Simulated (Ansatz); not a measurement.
Ansatz (a first-principles code) input (PBE0/def2-QZVPP):
A basis named .json is the Basis Set Exchange file of that set.

Ansatz 0.2 input:
```yaml
crystal:
  periodic: [false, false, false]
  atoms:
    - {symbol: In, position_ang: [-0.00000000, -0.00000000, -0.03780298]}
    - {symbol: H, position_ang: [0.00000000, 0.00000000, 1.85234582]}
basis:
  gaussian:
    orbitals: def2-QZVPP.json
hamiltonian:
  xc: {name: PBE0}
total_charge: 1
magnetization: {spin_polarized: true, initial_magnetization: 1}
```

Output:

```
Functional definition: PBE0
integrals: 0.02 GiB planned
558 factors; their error is unknown
mean field: 0.33 GiB planned
mean field evaluation 1: about -5180.3099 eV, gradient 1.3e1 eV
mean field evaluation 2: about -5180.3611 eV, gradient 1.7e1 eV
mean field evaluation 4: about -5181.5666 eV, gradient 4.6e-1 eV
mean field evaluation 8: about -5181.6248 eV, gradient 3.3e-2 eV
mean field evaluation 16: about -5181.6249 eV, gradient 5.0e-6 eV
mean field -5181.62485490 eV, -190.4212011860 hartree, gradient 5.0e-6 eV, S^2 0.765416; 0 other end points of the search recorded, 0 dependent functions left out
reference -5181.62488153 eV, -190.4212021647 hartree; 11, 10 occupied and 101, 102 virtual orbitals, 558 factors
Total energy: -5181.62488153 eV, -190.4212021647 hartree
```
